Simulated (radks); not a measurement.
The numbers below are computed, except where a source is named.
Spherical quantum dot in the effective-mass picture: electrons in a well V = -V0 / (1 + exp((r - R)/a)) with V0 = 11.3, R = 4.27, a = 0.17, all in effective atomic units (hartree* = m*/eps^2 hartree, bohr* = eps/m* bohr), one dielectric constant everywhere. Level of theory: non-relativistic Kohn-Sham, PBE, spin-polarised, spherical densities (a radial shooting solver with Libxc functionals). Levels are named by radial order and angular momentum (1s, 1p, 1d, 2s, ...), and open shells are averaged over m. Results are scaled to m* = 0.065 and eps = 10.2, for which hartree* = 17 meV and bohr* = 8.304 nm.

N = 15, configuration 1s2 1p6 1d(up 5, down 2). This is the lowest configuration that the search found. Occupied and some empty levels:

| level | occupation | eigenvalue (meV) | <r> (nm) |
|---|---|---|---|
| 1s up | 1 | -111.80 | 23.31 |
| 1s down | 1 | -111.17 | 23.17 |
| 1p up | 3 | -109.20 | 24.40 |
| 1p down | 3 | -108.53 | 24.33 |
| 1d up | 5 | -104.81 | 25.35 |
| 1d down | 2 | -104.11 | 25.31 |
| 1f up | 0 | -98.905 | 26.14 |
| 1f down | 0 | -98.180 | 26.12 |
| 2s up | 0 | -95.452 | 16.58 |
| 2s down | 0 | -95.165 | 16.57 |
| 2p up | 0 | -87.744 | 19.25 |
| 2p down | 0 | -87.358 | 19.22 |

Energy (meV): total -2171.73, kinetic 161.85, external -2833.9, Hartree 589.96, exchange-correlation -89.619.
